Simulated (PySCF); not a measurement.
A structure optimised at PBE-D3(BJ)/def2-SVP, used in a PySCF frequency run:

```xyz
11

C     -2.1475    -0.5695    -0.0467
Si    -0.7981     0.7015     0.1088
F     -0.6076     1.1069     1.6843
F     -1.2204     2.0806    -0.6705
Si     1.2856    -0.0235    -0.6973
Cl     1.5324    -1.9383     0.1229
H     -1.8098    -1.5267     0.3992
H     -3.0664    -0.2367     0.4771
H     -2.3936    -0.7500    -1.1125
H      2.4285     0.8475    -0.2609
H      1.3011    -0.1447    -2.1958
```

Task: Write its SMILES and formula.

Result: C[Si](F)(F)[SiH2]Cl, CH₅ClF₂Si₂

Task: What are its rotational constants (standard atomic weights)?

Result: 2.7575, 1.0159, 0.94438 GHz
